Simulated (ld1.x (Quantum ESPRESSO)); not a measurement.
# Varying the TM potential for rubidium

Base potential:

- Element: Rb (Z = 37)
- Generator: ld1.x (Quantum ESPRESSO) 7.5
- Type: norm-conserving Troullier–Martins (Kleinman–Bylander form)
- Functional: PBE
- Relativity: fully relativistic
- Frozen core: [Ar] 3d10 4s2
- Valence charge: 7
- Reference configuration: 4p6 4d0 5s0 5p0 (charge +1)
- Partial waves: 5s (bound, empty): rc 3.80 bohr; 4d (bound, empty): rc 2.85 bohr; 4p (bound): rc 1.70 bohr
- Local potential: the p channel
- Core correction: Bessel-smoothed model core inside 0.95 bohr

Open shells are filled in proportion to 2j + 1 (rel_dist='average').

All-electron outer shells of the reference configuration (PBE, scalar-relativistic, ld1.x):

```
shell  level (eV)  outermost node (bohr)  outermost maximum (bohr)
   4s      -37.63                   0.62                      1.25
   4p      -21.65                   0.64                      1.42
   5s       -6.05                   1.77                      3.77
   4d       -3.74                   0.70                      2.62
   5p       -3.60                   2.13                      4.78
```

Cutoffs, loose and tight: the cutoffs (Ry, on a coarse ladder) from which the occupation-weighted sum of valence levels, in a spherical-Bessel basis at the reference potential, stays within 10 and 1 mRy of its value at 400 Ry. They do not see the model core or the augmentation charge, which bear on the density cutoff. Test errors are all-electron minus pseudo excitation energies from the reference, over the configurations 4p6 4d0 5s1 5p0; 4p6 4d0 5s0.5 5p0; 4p6 4d0 5s0 5p1; 4p6 4d1 5s0 5p0; 4p6 4d0.5 5s0.5 5p0; 4p5 4d0 5s1 5p0. A dash means not determined; rows that change the core or the reference have their own tests. The largest error is taken over the tests solved by every variant that gives reliable tests at all: 4p6 4d0 5s0 5p1; 4p6 4d0 5s0.5 5p0; 4p6 4d0 5s1 5p0; 4p6 4d0.5 5s0.5 5p0; 4p6 4d1 5s0 5p0.

A true bound ghost makes a file unfit for plane-wave use even where its test errors are small: the radial tests pick states by their node count and pass the ghost by. Where a test does run into it, the solver fails or the error is huge.

Cutoffs are not given where the Bessel-basis levels miss the radial ones by over 6 mRy, ghosts where they miss by over 20 mRy; a channel whose overlap is not positive is not tested.

| change | outcome | cutoff, loose | cutoff, tight | bound ghosts | largest test error (meV) |
| --- | --- | --- | --- | --- | --- |
| base | generated, misses its reference levels by 0.60 eV | 35 Ry | 70 Ry | s | -4.0 |
| functional LDA (PZ) | generated, misses its reference levels by 0.61 eV | 35 Ry | 70 Ry | s | -6.0 |
| core correction Bessel-smoothed model core inside 0.74 bohr | generated, misses its reference levels by 0.60 eV | 35 Ry | 70 Ry | s | -4.0 |
| reference 4p6 5s1 5p0; wave 4d (bound): rc 2.85 bohr becomes 4d channel at 0.05 Ry: rc 2.85 bohr | generated, misses its reference levels by 0.59 eV | – | – | s | +1.2 over the solved tests; 1 of 4 tests not solved or not reliable |
| wave 5s (bound): rc 3.80 bohr becomes 5s (bound): rc 3.72 bohr | generated, misses its reference levels by 0.60 eV | 35 Ry | 70 Ry | s | -3.9 |

Problem. What comes out with this change to the base: all radii but the core radius scaled by about 1.19 (s 4.54, p 2.02, d 3.40 bohr)?

Solution. outcome: generated, misses its reference levels by 0.60 eV; cutoff, loose: 25 Ry; cutoff, tight: 35 Ry; bound ghosts: s; largest test error (meV): +6.0.

Problem. What comes out with this change to the base: wave 4d (bound): rc 2.85 bohr becomes 4d (bound): rc 3.52 bohr?

Solution. outcome: generated, misses its reference levels by 0.60 eV; cutoff, loose: 35 Ry; cutoff, tight: 70 Ry; bound ghosts: d3/2, s; largest test error (meV): -4.0.

Problem. What comes out with this change to the base: local potential the s channel?

Solution. outcome: generated; cutoff, loose: 35 Ry; cutoff, tight: 70 Ry; bound ghosts: none; largest test error (meV): -129.
